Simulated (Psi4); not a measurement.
Internal rotation in SMILES C=Cc1cccc(SC)c1. Scanned: dihedral C6–C7–S8–C9; all other coordinates were relaxed at GFN2-xTB. Points at φ and −φ are mirror images.

Geometry of the scan point at -150° (Å):
```
20

C     -3.1038     0.9957    -2.1234
C     -2.5860     0.2421    -1.1611
C     -1.2129     0.2742    -0.6702
C     -0.2536     1.1678    -1.1467
C      1.0319     1.1535    -0.6382
C      1.3919     0.2464     0.3406
C      0.4450    -0.6487     0.8264
S      0.9657    -1.7815     2.0871
C     -0.0970    -3.2260     1.7824
C     -0.8461    -0.6296     0.3279
H     -4.1348     0.8961    -2.4168
H     -2.5330     1.7357    -2.6572
H     -3.2217    -0.4852    -0.6698
H     -0.5119     1.8787    -1.9152
H      1.7667     1.8498    -1.0147
H      2.3948     0.2247     0.7380
H      0.3755    -4.0567     2.2969
H     -1.0907    -3.0625     2.1904
H     -0.1388    -3.4212     0.7155
H     -1.5892    -1.3133     0.7105
```

Calculation: Psi4 with PBE-D3(BJ)/def2-SVP // GFN2-xTB.

Scanned values (°): -150, -120, -90, -60, -30, 0, 30, 60, 90, 120, 150, 180.

### Question
Describe the profile: where are the wells and the tops?

### Answer
Lower than their neighbours: 0° (0.0 kJ/mol), 180° (0.0 kJ/mol). Higher than their neighbours: -90° (9.8 kJ/mol), 90° (9.8 kJ/mol). The whole profile spans 9.8 kJ/mol.
